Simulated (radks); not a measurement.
Results of a calculation; reference values are marked as such.
Neutral nitrogen inside a hard spherical wall (all orbitals vanish at R), configuration held at [He] 2s2 2p3 and not refilled when levels cross. Level of theory: scalar-relativistic Kohn-Sham, LDA (Slater exchange, Perdew-Wang correlation), spin-polarised, spherical densities, point nucleus; open shells are filled with parallel spins first (a radial shooting solver on a logarithmic mesh with Libxc functionals). Eigenvalues in eV for spin up, with the zero of energy where the potential of the charges vanishes at infinity; a dash marks a level that is unbound or too diffuse for the functional's potential to be trusted. A positive occupied level is held by the wall or, in an anion where self-interaction has pushed it up, behind a barrier. The pressure on the wall is -dE/dV.

R (bohr)  E (hartree)  kinetic (hartree)    e(1s)    e(2s)   e(2p)  e(3s, empty)  e(3p, empty)  pressure (GPa)
free        -54.16577             53.950  -381.07  -19.628  -8.390        -0.144             -               0
20          -54.16577             53.950  -381.07  -19.628  -8.390        -0.116         0.534        < 0.0001
15          -54.16577             53.950  -381.07  -19.628  -8.390        -0.040         0.862        < 0.0001
12          -54.16577             53.950  -381.07  -19.628  -8.390         0.117         1.292        < 0.0001
10          -54.16576             53.950  -381.07  -19.628  -8.389         0.391         1.866        0.000109
8           -54.16570             53.950  -381.06  -19.621  -8.382         1.112         3.089         0.00420
3.5         -54.04021             54.611  -376.35  -16.680  -4.982        24.043        28.176            43.3
2.5         -53.34299             57.167  -363.48   -7.531   5.105        70.107        70.121             608
1.5         -47.12260             72.357  -314.68   49.884  57.217        295.53        252.35           17700
